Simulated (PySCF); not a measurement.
C₂H₅NO₂Si, SMILES O1CO[SiH2]N=C1.

Coordinates come from a B3LYP-D3(BJ)/def2-SVP optimisation. The structure was generated by enumeration, and PubChem lists no compound with its InChIKey, so it may never have been made. The values are those of a single conformer.

Two levels are set side by side: PBE/def2-TZVP (PySCF) and PBE0/def2-TZVP (PySCF). Same geometry, gas phase. Differences are taken from unrounded values.

| quantity | PBE0 |
|---|---|
| orbital gap (eV) | 7.24 |
| highest occupied level (eV) | -7.64 |
| lowest empty level (eV) | -0.40 |
| dipole moment (D) | 1.27 |
| mean polarisability (bohr³) | 57.6 |

Problem. What does PBE give, and how far is it from PBE0? (Estimate from the structure and the level; the computed values follow.)

Solution. 
```
quantity                       PBE  PBE minus PBE0
---------------------------  -----  --------------
orbital gap (eV)              4.72           -2.52
highest occupied level (eV)  -6.18            1.45
lowest empty level (eV)      -1.46           -1.07
dipole moment (D)             1.25           -0.01
mean polarisability (bohr³)   60.1             2.4
```

PBE's occupied levels lie high since its potential decays too fast outside the molecule; exact exchange lowers them and widens the gap. PBE's more diffuse valence density responds more strongly to a field. Differences between two approximate levels are no errors against the true value.

Rough cost on one machine, each run with all the roots and properties that it gave: PBE0 against PBE within a factor of 2.
